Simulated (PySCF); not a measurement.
Species: trifluoromethylboronic acid, CH$_{2}$BF$_{3}$O$_{2}$ (charge 0, singlet). SMILES: OB(O)C(F)(F)F
Structure (B3LYP-D3(BJ)/def2-TZVP (Ansatz) minimum search):
```xyz
9

O     -1.1700     1.4440    -0.7618
B     -0.9302     0.3113    -0.0721
O     -1.9169    -0.4040     0.5180
C      0.6099    -0.1762     0.0295
F      0.7095    -1.3318     0.7528
F      1.4023     0.7288     0.6424
F      1.1549    -0.4325    -1.1788
H     -2.1014     1.6924    -0.7937
H     -1.6116    -1.1929     0.9796
```

Dispersion corrections to the total energy (kcal/mol) from the dftd3 and dftd4 libraries through PySCF: D3(BJ) without and D4 with the three-body term, each with the damping fitted for the functional named.

```tsv
functional	D3(BJ)	D4
BP86	-4.95	?
B3LYP	-5.56	?
TPSS	-4.05	?
BLYP	-6.84	-8.37
CAM-B3LYP	-2.40	-3.08
PW6B95	-1.50	-3.22
HF	-26.40	-14.17
```

Problem. Fill in the missing entries.

Solution. 
- BP86, D4: -4.81
- B3LYP, D4: -5.92
- TPSS, D4: -5.03
